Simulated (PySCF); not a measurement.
AlF₃, singlet, geometry from GFN2-xTB (such geometries of metal compounds can be far from the true shape). Base run: B3LYP/6-31G** (PySCF).

Here is a job for PySCF.
```python
from pyscf import gto, scf, dft

mol = gto.M(
    atom='''
Al    0.00000000   -0.00000000   -0.00000000
F    -0.02093275    1.63085400    0.03791596
F     1.42318261   -0.79710311   -0.02717492
F    -1.40224986   -0.83375089   -0.01074104
''',
    basis='6-31g**',
    verbose=4,
)

mf = dft.RKS(mol)
mf.xc = 'b3lyp'
mf.kernel()
mo_i, mo_e, stable_i, stable_e = mf.stability(internal=True, external=True, return_status=True, nroots=6, tol=1e-6)
print('internally stable:', stable_i, ' externally stable:', stable_e)
if not stable_e:
    umf = mf.to_uhf() if not hasattr(mf, 'xc') else mf.to_uks()
    umf.scf_summary = {}
    umf.kernel(umf.make_rdm1(mo_e, umf.mo_occ))
mf.analyze()
```

The bond that is stretched is that between atoms 4 and 1. A test that says stable can miss a lower solution.

The base run was repeated with changes; each row names its change, and settings that it needs were set with it.

| change | ΔE vs base (kcal/mol) | <S^2> | E after following the instability (Eh) | <S^2> there | HOMO-LUMO gap (eV) | stability test says | outcome |
|---|---|---|---|---|---|---|---|
| base | 0.000 | 0.000 | - | - | 9.22 | stable | converged |
| bond × 1.25 | 32.80 | 0.000 | - | - | 6.84 | stable | converged |
| bond × 1.5 | 79.4 | 0.000 | - | - | 4.62 | stable | converged |
| bond × 1.8 | 121.6 | 0.000 | -541.96961 | 0.00 | 2.95 | external instability | converged |
| bond × 2.2 | 154.8 | 0.000 | -541.91666 | 0.00 | 1.82 | external instability | converged |
| bond × 3.0 | - | - | - | - | - | - | not converged |

Where a bond breaks into two radicals, a solution with restricted orbitals usually stops being the lowest and lies too high; an unrestricted one lies lower at the price of spin contamination, which <S^2> shows.
